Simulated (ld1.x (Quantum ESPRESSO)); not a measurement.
## Which change was made? (La, TM)

- Element: lanthanum
- Generator: ld1.x (Quantum ESPRESSO) 7.5
- Type: norm-conserving Troullier–Martins (Kleinman–Bylander form)
- Functional: LDA (PZ)
- Relativity: scalar-relativistic
- Frozen core: [Kr] 4d10 5s2
- Valence charge: 9
- Reference configuration: 4f0 5p6 5d1 6s2 6p0
- Partial waves: 6s (bound): rc 3.00 bohr; 5p (bound): rc 2.70 bohr; 5d (bound): rc 3.95 bohr; 4f (bound, empty): rc 1.00 bohr
- Local potential: all-electron potential smoothed inside 1.90 bohr (lloc = -1)
- Core correction: a·sin(br)/r model core inside 0.80 bohr

Cutoffs, loose and tight: the cutoffs (Ry, on a coarse ladder) from which the occupation-weighted sum of valence levels, in a spherical-Bessel basis at the reference potential, stays within 10 and 1 mRy of its value at 400 Ry. They do not see the model core or the augmentation charge, which bear on the density cutoff. Test errors are all-electron minus pseudo excitation energies from the reference, over the configurations 4f0 5p6 5d1 6s1 6p0; 4f0 5p6 5d1 6s0 6p0; 4f0 5p6 5d0 6s0 6p0; 4f0 5p6 5d0 6s2 6p1; 4f0 5p6 5d1 6s1 6p1; 4f0 5p6 5d1 6s0 6p2; 4f0 5p5 5d1 6s2 6p0 (two spin-polarised tests are not counted in the largest error); variants that change the core or the reference have their own tests. The largest error is taken over the tests solved by every variant that gives reliable tests at all, those not shown here included: 4f0 5p6 5d0 6s0 6p0; 4f0 5p6 5d1 6s0 6p0; 4f0 5p6 5d1 6s1 6p0.

The base gives: outcome: generated; cutoff, loose: 12 Ry; cutoff, tight: 25 Ry; bound ghosts: s; largest test error (meV): +36.

Question: After one change the result is: outcome: generated; cutoff, loose: 40 Ry; cutoff, tight: 60 Ry; bound ghosts: s; largest test error (meV): +33. Which change was it?
A. wave 5p (bound): rc 2.70 bohr becomes 5p (bound): rc 2.16 bohr
B. wave 5p (bound): rc 2.70 bohr becomes 5p (bound): rc 2.60 bohr
C. wave 5p (bound): rc 2.70 bohr becomes 5p (bound): rc 1.76 bohr

Answer: C. The others give: wave 5p (bound): rc 2.70 bohr becomes 5p (bound): rc 2.60 bohr → outcome: generated; cutoff, loose: 15 Ry; cutoff, tight: 25 Ry; bound ghosts: s; largest test error (meV): +35 | wave 5p (bound): rc 2.70 bohr becomes 5p (bound): rc 2.16 bohr → outcome: generated; cutoff, loose: 25 Ry; cutoff, tight: 45 Ry; bound ghosts: s; largest test error (meV): +34.
